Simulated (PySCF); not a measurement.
## Nuclear quadrupole coupling in `C=N[C@@H](C)[Si@](C)(O)[SiH2]N`

C₄H₁₄N₂OSi₂.
Atom-mapped SMILES: `[CH2:1]=[N:2][C@@H:3]([CH3:4])[Si@:5]([CH3:6])([OH:7])[SiH2:8][NH2:9]` (hydrogens: H10, H11 on C1; H12 on C3; H13, H14, H15 on C4; H16, H17, H18 on C6; H19 on O7; H20, H21 on Si8; H22, H23 on N9)

Structure used (GFN2-xTB), in Å, numbered top down from 1:
```
atom  x, y, z in Å
C1     1.6691    1.9051    0.4011
N2     0.9765    1.2789   -0.4385
C3     1.0868   -0.1167   -0.6800
C4     2.3087   -0.8358   -0.1191
Si5   -0.5988   -0.8771   -0.0853
C6    -0.5581   -1.0039    1.8212
O7    -0.4806   -2.3865   -0.7263
Si8   -2.4016    0.2831   -0.9197
N9    -2.0007    1.9418   -0.7526
H10    2.4624    1.4863    1.0226
H11    1.4710    2.9610    0.5288
H12    1.0824   -0.2223   -1.7707
H13    2.3040   -0.8283    0.9687
H14    3.2301   -0.3675   -0.4675
H15    2.2938   -1.8685   -0.4549
H16   -1.5175   -1.3365    2.2085
H17   -0.3451   -0.0410    2.2744
H18    0.1945   -1.7090    2.1658
H19   -1.1402   -3.0537   -0.5607
H20   -2.7663   -0.1338   -2.2929
H21   -3.6454    0.0920   -0.1519
H22   -1.0276    2.1985   -0.8417
H23   -2.6021    2.6608   -1.1191
```

Field gradients from the PBE0/pcSseg-1 density (PySCF, non-relativistic), principal values in atomic units, ordered |Vxx| ≤ |Vyy| ≤ |Vzz|:

```json
{"atom": "N2", "Vxx": "0.2967", "Vyy": "0.8536", "Vzz": "-1.1503"}
{"atom": "O7", "Vxx": "-0.3423", "Vyy": "-1.1927", "Vzz": "1.5349"}
{"atom": "N9", "Vxx": "0.3394", "Vyy": "0.5729", "Vzz": "-0.9123"}
```

**Question.** Find the asymmetry η = (Vxx − Vyy)/Vzz and the couplings χ = eQV/h (234.96 MHz × Q in barn × V in au), with Q(14N) = 0.02044 b, Q(17O) = −0.0256 b.

**Answer.** 
```
atom             environment  nucleus     η  χzz (MHz)  χxx (MHz)  χyy (MHz)
  N2          imine nitrogen      14N  0.48      -5.52       1.42       4.10
  O7          silanol oxygen      17O  0.55      -9.23       2.06       7.17
  N9  silicon-bound nitrogen      14N  0.26     -4.381      1.630      2.751
```

**Question.** What is Vzz at N2 in SI units (1 au = 9.71736 × 10²¹ V/m²)?

**Answer.** -1.1503 au = -11.178 × 10²¹ V/m².

**Question.** And the gradient at the other heavy atoms, for which no coupling is worked out here?

**Answer.** 
```
atom                   environment  Vzz (au)     η
  C1                  imine carbon     0.337  0.20
  C3  sp3 carbon bound to nitrogen     0.206  0.43
  C4                 methyl carbon     0.056  0.51
 Si5          oxygen-bound silicon     0.404  0.68
  C6              Si-methyl carbon    -0.064  0.14
 Si8                  SiH2 silicon     0.169  0.70
```

**Question.** What couplings would deuterons (Q(2H) = 0.00286 b) have in place of the hydrogens, at this geometry?

**Answer.** 
| atom | bonded to | bond length (Å) | Vzz (au) | η | χzz (kHz) |
| --- | --- | --- | --- | --- | --- |
| H10 | C1 | 1.091 | 0.3034 | 0.05 | 204 |
| H11 | C1 | 1.082 | 0.3222 | 0.04 | 217 |
| H12 | C3 | 1.096 | 0.2968 | 0.06 | 199 |
| H13 | C4 | 1.088 | 0.3145 | 0.01 | 211 |
| H14 | C4 | 1.091 | 0.3106 | 0.01 | 209 |
| H15 | C4 | 1.086 | 0.3157 | 0.01 | 212 |
| H16 | C6 | 1.087 | 0.3251 | 0.01 | 218 |
| H17 | C6 | 1.085 | 0.3271 | 0.02 | 220 |
| H18 | C6 | 1.087 | 0.3239 | 0.02 | 218 |
| H19 | O7 | 0.953 | 0.5172 | 0.06 | 348 |
| H20 | Si8 | 1.481 | 0.1501 | 0.03 | 101 |
| H21 | Si8 | 1.474 | 0.1562 | 0.03 | 105 |
| H22 | N9 | 1.010 | 0.3969 | 0.17 | 267 |
| H23 | N9 | 1.006 | 0.4345 | 0.16 | 292 |

Isolated species at its GFN2-xTB geometry (one conformer only). GFN2-xTB bond lengths can be off by several hundredths of an ångström, more for odd bonds, and the gradients follow them. These gradients aren't converged with respect to the basis.
